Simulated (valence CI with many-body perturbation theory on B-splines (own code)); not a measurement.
The numbers below are computed, except where a source is named.
**Os XXXVI in three bases**

Method: valence CI with perturbative core correlation (CI+MBPT): five valence electrons over a frozen Dirac-Fock core [Kr], radial functions for each j: 7 s, 7 p, 8 d, 6 f, 4 g, 1 h, with the one-electron correlation potential Σ1, the two-electron term Σ2, the three-electron term Σ3, Breit, model QED; selected CI, second order for the rest, scaled by the run's own slope (own B-spline code, finite nucleus).

The last digits are not significant, and no measured levels were compared; by estimate large intervals hold to a few tenths of a per cent, small ones and those within an open d or f shell to about a per cent. Among the levels kept, up to 390 cm⁻¹ of a level comes from second order outside the variational space, and about a tenth of that is noise between levels of different J, which matters for small intervals. Only levels of the ground parity were solved; by the run's estimate the other parity begins above the list, which can be wrong where configurations are misplaced.

The reference run has the lowest level (4d3/2^4 4d5/2) J=5/2 and an ionisation energy of 1529.11 eV. Its largest variational space holds 20000 state functions.

Levels are named by their leading jj configuration (3d3/2^4 stands for four electrons in 3d with j = 3/2), which in mixed levels can hold well under half, so a name can repeat and another be missing. Letters in brackets count levels of one name in rising energy.

Changed runs:
A. basis 6 s, 6 p, 5 d, 5 f, 1 g
B. basis 5 s, 5 p, 4 d, 4 f

Excitation energies of the reference run in cm⁻¹, and shifts in cm⁻¹:

| Level | Reference | A | B |
| --- | --- | --- | --- |
| (4d3/2^3 4d5/2^2) J=5/2 [a] | 122940 | -239 | -537 |
| (4d3/2^3 4d5/2^2) J=7/2 [a] | 161669 | -72 | +321 |
| (4d3/2^3 4d5/2^2) J=3/2 [a] | 165973 | -50 | +294 |
| (4d3/2^3 4d5/2^2) J=11/2 | 169760 | +7.4 | +313 |
| (4d3/2^3 4d5/2^2) J=9/2 | 182846 | -34 | +632 |
| (4d3/2^3 4d5/2^2) J=5/2 [b] | 191853 | -25 | +853 |
| (4d3/2^3 4d5/2^2) J=1/2 | 199786 | -11 | +810 |
| (4d3/2^3 4d5/2^2) J=7/2 [b] | 207263 | +63 | +1130 |
| (4d3/2^3 4d5/2^2) J=3/2 [b] | 254671 | +161 | +1366 |
| (4d3/2^2 4d5/2^3) J=5/2 [a] | 283353 | -200 | -249 |
| (4d3/2^2 4d5/2^3) J=7/2 [a] | 308583 | -196 | +194 |
| (4d3/2^2 4d5/2^3) J=11/2 | 313975 | -105 | +140 |
| Ionisation energy (eV) | 1529.11 | -0.08 | -0.20 |
